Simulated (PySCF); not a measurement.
Positional isomers: benzothiophene boryl+vinyl. All species are isolated molecules in the gas phase. One relaxed conformer stands for each flexible species; it need not be the lowest. Strings in code marks are SMILES. All members: neutral, multiplicity 1. Level: TPSSh-D3(BJ)/def2-TZVP // B3LYP-D3(BJ)/def2-SVP (PySCF), beside PBE-D3(BJ)/def2-TZVP // B3LYP-D3(BJ)/def2-SVP (PySCF) at the same geometries.  Orbital energies are measured against the vacuum level.

| species | LUMO, PBE (eV) | LUMO, TPSSh-D3(BJ) (eV) |
|---|---|---|
| `Bc1cc2c(C=C)cccc2s1` (H–B–C–S torsion 0°, C–C–C–C torsion -160°) | -3.19 | -2.74 |
| `Bc1cc(C=C)cc2ccsc12` (H–B–C–C torsion 0°, C–C–C–C torsion 180°) | -3.09 | withheld |
| `Bc1cc(C=C)c2ccsc2c1` (H–B–C–C torsion 0°, C–C–C–C torsion 22°) | -2.95 | -2.49 |
| `Bc1c(C=C)ccc2ccsc12` (H–B–C–C torsion 25°, C–C–C–C torsion 32°) | -2.89 | -2.40 |
| `Bc1c(C=C)ccc2sccc12` (H–B–C–C torsion 29°, C–C–C–C torsion 32°) | -2.81 | -2.33 |
| `Bc1cc2ccsc2cc1C=C` (H–B–C–C torsion -23°, C–C–C–C torsion -30°) | -2.70 | -2.22 |

Problem. Fit y = a + b·x, y being the LUMO at the first level, to the 5 complete rows by least squares, with x = the PBE value in eV. Give a, b and the rms residual, and predict the withheld value.

Solution. Means of the 5 rows: x̄ = -2.908, ȳ = -2.436 eV. Σ(x − x̄)² = 0.13448 and Σ(x − x̄)(y − ȳ) = 0.14396, so b = 1.070 and a = ȳ − b·x̄ = 0.676 eV. The rms residual is 0.009 eV. At x = -3.09 the line gives -2.63 eV. The run for `Bc1cc(C=C)cc2ccsc12` (H–B–C–C torsion 0°, C–C–C–C torsion 180°) gave -2.60 eV, so the line is off by 0.03 eV, more than twice the rms residual.

Codes: PySCF.
